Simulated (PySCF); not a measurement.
# Working out the ionisation energy of F⁺

F⁺ [He] 2s2 2p4 (3P) → F²⁺ [He] 2s2 2p3 (4S). All numbers are calculated (PySCF 2.14, no relativity, point nucleus, in aug-cc-pwCVQZ). Frozen: nothing. Energies in hartree (1 hartree = 27.21139 eV):

| part | F⁺ (lower) | F²⁺ (upper) |
| --- | --- | --- |
| UHF | -98.838886 | -97.611681 |
| MP2 opposite-spin | -0.176540 | -0.131306 |
| MP2 same-spin | -0.046336 | -0.039726 |

Task: What does Hartree-Fock give?

Result: (-97.611681) − (-98.838886) = 1.227205 hartree = 33.394 eV.

Task: What do MP2 and SCS-MP2 (6/5 opposite-spin, 1/3 same-spin) give?

Result: The opposite-spin parts differ by 1.231 eV and the same-spin parts by 0.180 eV. MP2: 33.394 + (1.231) + (0.180) = 34.805 eV. SCS-MP2: 33.394 + 1.2 × (1.231) + (0.180)/3 = 34.931 eV.

Measured between the centres of the two terms (NIST): 34.950 eV, so MP2 (valence and next inner shell) is off by -0.145 eV.

What remains against the reference includes basis incompleteness and correlation beyond second order.
